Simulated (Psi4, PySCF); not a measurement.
C₃H₈BClO₂ (SMILES CC(C)OB(O)Cl), singlet, geometry from GFN2-xTB, atoms displaced at random by about 0.08 Å a coordinate. Base run: HF/STO-3G, gradient (PySCF).

Here is a job for PySCF.
```python
from pyscf import gto, scf

mol = gto.Mole()
mol.atom = '''
    B     0.26995381    0.43868762    0.89459572
    Cl    0.27002300    2.02738521    0.07911201
    O     0.55961318    0.50322493    2.32709015
    H     0.94082697    1.23209705    2.84012999
    O    -0.17276544   -0.77080159    0.57131387
    C    -0.40559247   -0.86710095   -0.92163213
    C    -1.44006061   -1.97276823   -0.95201343
    C     0.62319563   -1.11968831   -1.82540065
    H    -0.94529856    0.09540554   -1.23898215
    H    -0.99785022   -3.03070502   -0.63447804
    H    -1.90886717   -2.14763992   -2.00704029
    H    -2.19311909   -1.87831017   -0.36738645
    H     1.40188506   -0.37119108   -1.65535152
    H     1.24282825   -2.20561216   -1.24662411
    H     0.47404673   -1.32629737   -2.85678961
'''
mol.basis = 'sto-3g'
mol.verbose = 4
mol.build()

mf = scf.RHF(mol)
mf.kernel()
g = mf.nuc_grad_method()
grad = g.kernel()
```

Programs used: Psi4, PySCF; a row that names a program was run with it.

The coordinate followed is x of atom 15.

Variants of this job, named by their change:

```json
[
 {"change": "base", "dE/dx (Eh/bohr)": "0.018854", "net force (Eh/bohr)": "0.000000"},
 {"change": "finite difference step (bohr) = 1e-5; conv_tol = 1e-11", "dE/dx (Eh/bohr)": "0.018854", "net force (Eh/bohr)": "-"},
 {"change": "finite difference step (bohr) = 0.2; conv_tol = 1e-11", "dE/dx (Eh/bohr)": "0.018228", "net force (Eh/bohr)": "-"},
 {"change": "finite difference step (bohr) = 1e-3; conv_tol = 1e-11", "dE/dx (Eh/bohr)": "0.018854", "net force (Eh/bohr)": "-"},
 {"change": "finite difference step (bohr) = 0.05; conv_tol = 1e-11", "dE/dx (Eh/bohr)": "0.018814", "net force (Eh/bohr)": "-"},
 {"change": "conv_tol = 1e-4", "dE/dx (Eh/bohr)": "0.018869", "net force (Eh/bohr)": "0.000000"},
 {"change": "code = psi4", "dE/dx (Eh/bohr)": "0.018850", "net force (Eh/bohr)": "0.000000"},
 {"change": "conv_tol = 1e-11", "dE/dx (Eh/bohr)": "0.018854", "net force (Eh/bohr)": "0.000000"},
 {"change": "finite difference step (bohr) = 1e-4; conv_tol = 1e-11", "dE/dx (Eh/bohr)": "0.018854", "net force (Eh/bohr)": "-"},
 {"change": "density fitting = on; auxbasis_response = off", "dE/dx (Eh/bohr)": "0.018859", "net force (Eh/bohr)": "0.004814"},
 {"change": "finite difference step (bohr) = 0.01; conv_tol = 1e-11", "dE/dx (Eh/bohr)": "0.018853", "net force (Eh/bohr)": "-"},
 {"change": "density fitting = on", "dE/dx (Eh/bohr)": "0.018850", "net force (Eh/bohr)": "0.000000"}
]
```

The net force is zero for an exact gradient.
